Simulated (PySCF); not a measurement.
Record of a relaxation.

Species: arsine, AsH₃.
Numbering: `[AsH3:1]` (hydrogens: H2, H3, H4 on As1)

Method: PBE0-D3(BJ)/def2-SVP geometry optimisation, gas phase in PySCF; density fitting, grid level 1; the optimiser is geomeTRIC in internal coordinates, started from a GFN2-xTB structure with every atom displaced at random (about 0.01 Å). The frame can shift and turn from step to step; on so coarse a grid that alone can change the energy by a few meV, and forces under 0.02 eV/Å are noise.

Step 0: E = -60874.8034 eV, largest atomic force 0.506 eV/Å
```
atom  x, y, z in Å  |  force x, y, z in eV/Å
As1     0.026   -0.019    0.655   -0.316   0.201   0.040
H2     -0.158    1.199   -0.235    0.016   0.269   0.102
H3     -0.984   -0.737   -0.223   -0.103  -0.230   0.047
H4      1.154   -0.467   -0.230    0.403  -0.240  -0.190
```

Step 1: E = -60874.8261 eV, largest atomic force 0.202 eV/Å
```
atom  x, y, z in Å  |  force x, y, z in eV/Å
As1     0.046   -0.030    0.654    0.091  -0.008  -0.180
H2     -0.141    1.242   -0.172    0.005  -0.032   0.048
H3     -0.967   -0.787   -0.201    0.019   0.003   0.029
H4      1.211   -0.487   -0.234   -0.116   0.037   0.102
```

Step 2: E = -60874.8272 eV, largest atomic force under 0.02 eV/Å
```
atom  x, y, z in Å  |  force x, y, z in eV/Å
As1     0.048   -0.030    0.649   -0.007   0.001  -0.006
H2     -0.140    1.243   -0.170   -0.002   0.005   0.004
H3     -0.965   -0.789   -0.200   -0.003  -0.002   0.005
H4      1.206   -0.487   -0.232    0.012  -0.004  -0.002
```

Step 3: E = -60874.8272 eV, largest atomic force under 0.02 eV/Å
```
atom  x, y, z in Å  |  force x, y, z in eV/Å
As1     0.049   -0.030    0.648   -0.001   0.000  -0.001
H2     -0.141    1.244   -0.170    0.000   0.000   0.001
H3     -0.966   -0.789   -0.200    0.000   0.000   0.001
H4      1.207   -0.487   -0.232    0.001   0.000  -0.001
```

Question: Summarise the path.

Answer: The energy falls by 2.30 kJ/mol from step 0 to step 3; nine tenths of that is first reached at step 1. It falls at every step. The largest force goes from 0.506 to under 0.02 eV/Å. Among the bonds As1–H4 changes most, from 1.501 to 1.525 Å; the atoms move by 0.041 Å rms after alignment.

Question: Follow the three bonds and two angles with the largest change from start to end.

Answer: 
| step | E above end (kJ/mol) | largest force (eV/Å) | As1–H4 (Å) | As1–H3 (Å) | As1–H2 (Å) | H2–As1–H3 (°) | H2–As1–H4 (°) |
| --- | --- | --- | --- | --- | --- | --- | --- |
| 0 | 2.30 | 0.506 | 1.501 | 1.519 | 1.519 | 87.7 | 89.1 |
| 1 | 0.10 | 0.202 | 1.534 | 1.527 | 1.528 | 91.6 | 91.6 |
| 2 | 0.00 | under 0.02 | 1.525 | 1.525 | 1.525 | 91.9 | 91.9 |
| 3 | 0.00 | under 0.02 | 1.525 | 1.525 | 1.525 | 92.0 | 92.0 |

The cost below is that of the whole optimisation. The run took 2.5 s wall on Arm Neoverse V1, one thread, shared host with 32 logical CPUs at a one-minute load of 17, and the process peaked at 0.26 GiB of memory.
